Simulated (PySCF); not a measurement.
A structure optimised at PBE0-D3(BJ)/def2-SVP, used in a PySCF frequency run:

```
Si
H 1 1.4909
H 1 1.4909 2 109.41
C 1 1.8669 2 111.61 3 124.02
H 4 1.1001 1 110.64 2 178.71
H 4 1.1001 5 108.43 1 121.51
H 4 1.1019 5 108.50 6 117.67
Br 1 2.2362 2 107.29 3 -116.09
```

### Question
Write its SMILES, formula and point group.

### Answer
C[SiH2]Br, CH5BrSi, Cs

### Question
What are its rotational constants (standard atomic weights)?

### Answer
14.998, 2.4766, 2.2110 GHz
